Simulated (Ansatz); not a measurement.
H3NSSi, SMILES `N[Si]S` (lower singlet) (charge 0, multiplicity 1). This singlet lies 2.24 eV below the relaxed triplet at the level frozen-core CCSD(T)/cc-pVTZ // PBE0-D3(BJ)/def2-TZVP (Ansatz, an electronic-structure program).

All values below come from frozen-core CCSD(T)/cc-pVTZ // PBE0-D3(BJ)/def2-TZVP (Ansatz).

Ansatz 0.2 input:
```yaml
crystal:
  periodic: [false, false, false]
  atoms:
    - { symbol: N, position_ang: [-1.19596, 0.035149, 0.05158] }
    - { symbol: Si, position_ang: [0.171463, -0.987252, 0.001904] }
    - { symbol: S, position_ang: [1.6685, 0.568548, -0.07637] }
    - { symbol: H, position_ang: [-1.214326, 1.044042, 0.042231] }
    - { symbol: H, position_ang: [-2.121152, -0.362049, 0.095264] }
    - { symbol: H, position_ang: [2.691475, -0.29844, -0.114608] }
basis:
  gaussian: { orbitals: cc-pVTZ }
correlation:
  method: ccsd_t
```

Output:

```
Functional definition: HF
810 factors; integrals over basis functions are off by at most 1.1e-3 eV
mean field evaluation 1: about -20208.3505 eV, gradient 3.4e1 eV
mean field evaluation 2: about -20208.5134 eV, gradient 3.4e1 eV
mean field evaluation 4: about -20211.2229 eV, gradient 3.0e0 eV
mean field evaluation 8: about -20211.2773 eV, gradient 2.6e-1 eV
mean field evaluation 16: about -20211.2779 eV, gradient 2.3e-6 eV
mean field -20211.27787644 eV, -742.7507622629 hartree, gradient 2.3e-6 eV, S^2 0.000000; 0 other end points of the search recorded, 0 dependent functions left out
11 core orbitals not correlated
reference -20211.27787644 eV, -742.7507622629 hartree; 9, 9 occupied and 120, 120 virtual orbitals, 810 factors
second order -13.46893776 eV of doubles, -0.00000000 eV of singles
cycle   1  -13.98891100 eV  change   -5.2e-1 eV  update   8.7e-2
cycle   2  -14.35886118 eV  change   -3.7e-1 eV  update   2.8e-2
cycle   3  -14.43024412 eV  change   -7.1e-2 eV  update   1.5e-2
cycle   4  -14.42044538 eV  change    9.8e-3 eV  update   3.8e-3
cycle   5  -14.42002479 eV  change    4.2e-4 eV  update   1.7e-3
cycle   6  -14.41982205 eV  change    2.0e-4 eV  update   5.6e-4
cycle   7  -14.41965905 eV  change    1.6e-4 eV  update   2.0e-4
cycle   8  -14.41971847 eV  change   -5.9e-5 eV  update   6.6e-5
cycle   9  -14.41972589 eV  change   -7.4e-6 eV  update   2.5e-5
cycle  10  -14.41971514 eV  change    1.1e-5 eV  update   8.8e-6
perturbative correction -0.64675483 eV, -0.0237678017 hartree
Total energy: -20226.34434641 eV, -743.3044448221 hartree
```
